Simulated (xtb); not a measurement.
4-fluoro-2,3-dihydrofuran (C₄H₅FO), SMILES C1C(=COC1)F. All values are semi-empirical tight-binding results from xtb (GFN2-xTB unless named), good for trends rather than for accurate numbers. The structure is a stationary point at GFN2-xTB. One conformer was computed; it need not be the lowest.

Optimised geometry:

Bonded distances (Å): F1–C2 1.342, C2–C3 1.325, C2–C6 1.503, C3–O4 1.361, C3–H7 1.073, O4–C5 1.435, C5–C6 1.539, C5–H8 1.094, C5–H9 1.094, C6–H10 1.092, C6–H11 1.092. Bond angles (°): F1–C2–C3 127.1, F1–C2–C6 121.8, C3–C2–C6 111.2, C2–C3–O4 113.0, C2–C3–H7 130.8, O4–C3–H7 116.2, C3–O4–C5 108.1, O4–C5–C6 107.8, O4–C5–H8 107.6, O4–C5–H9 107.6, C6–C5–H8 112.4, C6–C5–H9 112.4, H8–C5–H9 108.7, C2–C6–C5 99.9, C2–C6–H10 111.6, C2–C6–H11 111.6, C5–C6–H10 112.7, C5–C6–H11 112.7, H10–C6–H11 108.2.

```yaml
point_group_as_xtb_finds_it: Cs
orbital_gap: 4.68 eV
dipole_moment: 1.97 D
zero_point_energy: 51.8 kcal/mol
G − E(el) at 298.15 K (modified RRHO): 33.7 kcal/mol
static polarisability (D4 model): 51.0 bohr³
solvation energy, GFN2-xTB/ALPB(water): -2.1 kcal/mol
solvation energy, GFN2-xTB/ALPB(methanol): -4.3 kcal/mol
```

Computed IR lines (harmonic; lines under 4 % of the strongest left out, lines within 3 cm⁻¹ merged):
ν (cm⁻¹): 307 (w), 360 (w), 576 (w), 795 (w), 919 (w), 955 (m), 1041 (w), 1116 (m), 1184 (vs), 1219 (w), 1295 (vs), 1322 (w), 2935 (w), 2960 (m), 2985 (w) (against the strongest line: vs over 80 %, s over 45 %, m over 15 %, w over 4 %, vw less)

Task: Give the atomic charges and the Wiberg bond orders between heavy atoms. (Estimate from the structure and the level; the computed values follow.)

Result: charges (e) F1 -0.22, C2 0.13, C3 0.07, O4 -0.27, C5 0.06, C6 -0.07, H7 0.07, H8 0.05, H9 0.05, H10 0.06, H11 0.06. Bond orders F1–C2 0.96, C2–C3 1.77, C3–O4 1.07, O4–C5 0.96, C2–C6 1.00, C5–C6 1.00.
